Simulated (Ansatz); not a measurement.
`[F][Ge][Br]` and `[Cl][Ge][Br]` differ in one atom or group.

Ansatz, PBE0-D4/def2-TZVP geometries, multiplicity 1. 

Outer-core shells of Br, Ge are correlated without core-valence functions. Scalar relativity is left out up to krypton. Spin–orbit coupling is left out.

```json
{"property": "size of the dipole moment (B3LYP/def2-TZVPP) / D", "`[F][Ge][Br]`": "2.26"}
{"property": "vertical ionisation energy (CCSD(T)/def2-TZVPP) / eV", "`[F][Ge][Br]`": "10.46"}
{"property": "HOMO energy (ωB97M-V/def2-TZVPP) / eV", "`[F][Ge][Br]`": "-10.26"}
{"property": "HOMO–LUMO gap (PBE0/def2-TZVPP) / eV", "`[F][Ge][Br]`": "5.25"}
{"property": "HOMO energy (PBE/def2-TZVPP) / eV", "`[F][Ge][Br]`": "-7.05"}
{"property": "HOMO–LUMO gap (PBE/def2-TZVPP) / eV", "`[F][Ge][Br]`": "3.39"}
```

Problem. Give the same properties after the change, and the shifts. (Estimate.)

Solution. Computed: 
| property | `[Cl][Ge][Br]` | shift |
| --- | --- | --- |
| size of the dipole moment (B3LYP/def2-TZVPP) / D | 1.97 | -0.29 |
| vertical ionisation energy (CCSD(T)/def2-TZVPP) / eV | 10.04 | -0.42 |
| HOMO energy (ωB97M-V/def2-TZVPP) / eV | -9.96 | 0.30 |
| HOMO–LUMO gap (PBE0/def2-TZVPP) / eV | 4.78 | -0.47 |
| HOMO energy (PBE/def2-TZVPP) / eV | -6.84 | 0.21 |
| HOMO–LUMO gap (PBE/def2-TZVPP) / eV | 3.00 | -0.39 |

With PBE0 the HOMO rises by 0.26 eV and the LUMO falls by 0.22 eV, so the gap narrows by about 0.48 eV. PBE moves the HOMO by 0.21 eV and ωB97M-V by 0.30 eV. Dipoles are sizes alone; their direction can turn.

B3LYP here is the variant with VWN-RPA as its local correlation; programs differ in this.
